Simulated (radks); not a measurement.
All-electron atom: Se IV in [Ar] 3d9 4s2 4p1 4f1 (not the ground configuration). Method: scalar-relativistic Kohn-Sham, LDA (Slater exchange, Perdew-Wang correlation), spin-polarised, spherical densities, finite nucleus; open shells are filled with parallel spins first; Fermi nuclear charge, rms radius 4.14 fm; computed with a radial shooting solver on a logarithmic mesh with Libxc functionals.

Local quantities along the radius. ELF = 1/(1 + alpha^2) is the electron localisation function; alpha = (tau - tau_W)/tau_unif compares the Pauli kinetic energy density with that of the uniform gas (summed over spins); r v_xc is r times the local exchange-correlation potential of spin up (hartree bohr); -r V(r) is the screened charge that the Kohn-Sham potential of spin up presents (atomic units); 4 pi r^2 rho is in e/bohr. tau is taken from the large components.

r (bohr)    ELF    alpha   r v_xc  -r V(r)  4 pi r^2 rho
0.004054  1.000  0.02170  -0.1152    33.43         4.870
0.005407  0.999  0.02430  -0.1481    33.24         7.762
0.007211  0.999  0.02858  -0.1886    32.98         12.00
0.009618  0.999  0.03574  -0.2369    32.65         17.81
0.01283   0.998  0.04839  -0.2923    32.20         25.05
0.01697   0.995  0.07166  -0.3506    31.65         32.62
0.02264   0.985   0.1218  -0.4105    30.92         39.14
0.03019   0.945   0.2408  -0.4633    30.01         42.02
0.04027   0.773   0.5420  -0.5029    28.88         40.05
0.05371   0.423    1.167  -0.5339    27.51         35.65
0.07164   0.298    1.536  -0.5850    25.88         34.88
0.09555   0.505   0.9909  -0.6836    23.98         41.45
0.1274    0.755   0.5691  -0.7981    21.82         49.10
0.17      0.767   0.5515  -0.8634    19.43         45.91
0.2267    0.435    1.140  -0.8576    16.88         32.66
0.3024    0.251    1.726  -0.8882    14.24         25.99
0.4033    0.595   0.8254   -1.040    11.62         30.75
0.5379    0.776   0.5380   -1.147    9.205         30.48
0.7174    0.669   0.7035   -1.091    7.299         18.97
0.9568    0.298    1.534  -0.9314    5.967         8.137
1.276     0.236    1.799  -0.8465    5.106         3.951
1.689     0.532   0.9376  -0.8275    4.565         2.429
2.252     0.200    1.999  -0.7352    4.143         1.085
3.004     0.025    6.254  -0.6370    3.848        0.4391
4.006     0.020    6.917  -0.6199    3.704        0.2760
5.343     0.012    9.041  -0.5469    3.567        0.1313
7.127     0.002    21.95  -0.3668    3.369       0.02591
9.505     0.000    120.3  -0.1684    3.168      0.001514

On this mesh the ELF has minima near r = 0.072, 0.30, 1.1 bohr, which separate the shells, and maxima near 0.15 (0.79), 0.54 (0.78), 1.7 (0.53).
